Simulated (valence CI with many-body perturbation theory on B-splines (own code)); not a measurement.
**Questions on Tm XXXIX**

Calculated by configuration interaction combined with many-body perturbation theory (CI+MBPT): three valence electrons over a frozen Dirac-Fock core [Ar] 3d10, a basis of 11 s, 11 p, 9 d, 7 f, 5 g, 2 h, 1 i functions for each j, with the one-electron correlation potential Σ1, the two-electron term Σ2, the three-electron term Σ3, Breit, model QED; selected CI, second order for the rest (own B-spline code, finite nucleus).

The last digits are not significant, and no measured levels were compared; by estimate large intervals hold to a few tenths of a per cent, small ones and those within an open d or f shell to about a per cent.

Levels are named by their leading jj configuration (3d3/2^4 stands for four electrons in 3d with j = 3/2), which in mixed levels can hold well under half, so a name can repeat and another be missing.

Rates and lifetimes use the calculated energies. Strong lines usually hold to 10 to 20 %, long lifetimes can be off by a factor of two.

**Question.** What is the ground level?

**Answer.** (4s^2 4p1/2) J=1/2, composition 99 % 4s²4p ²P°, g = 0.660.

**Question.** What are the static dipole polarisabilities of the lowest levels?

**Answer.** (4s^2 4p1/2) J=1/2 0.0472 bohr³, of which the core gives 0.00302.

**Question.** How well does LS coupling describe the low levels?

**Answer.** Among the lowest 20 levels the leading LS term, summed over configurations, holds 66 % on average. For single configurations the figures are 64 % in LS and 91 % in jj coupling. Terms mix most in the J = 5/2 level at 297.09 eV, where the leading one holds 27 %.

**Question.** Name the longest-lived excited levels whose lifetime is computed, and their main decay.

**Answer.** (4s 4p3/2 4d5/2) J=9/2 at 356.30 eV lives 806 ns, mostly by M1 to (4s 4p1/2 4d5/2) J=7/2; (4s^2 4p3/2) J=3/2 at 67.45 eV lives 676 ns, mostly by M1 to (4s^2 4p1/2) J=1/2.

**Question.** Among levels below 477.13 eV, which E1 lines absorb most strongly from the ground level?

**Answer.** to (4s^2 4d3/2) J=3/2 at 5.914 nm, f = 0.804; to (4s 4p1/2 4p3/2) J=3/2 at 7.827 nm, f = 0.380; to (4s 4p1/2 4p3/2) J=1/2 at 7.694 nm, f = 0.379.
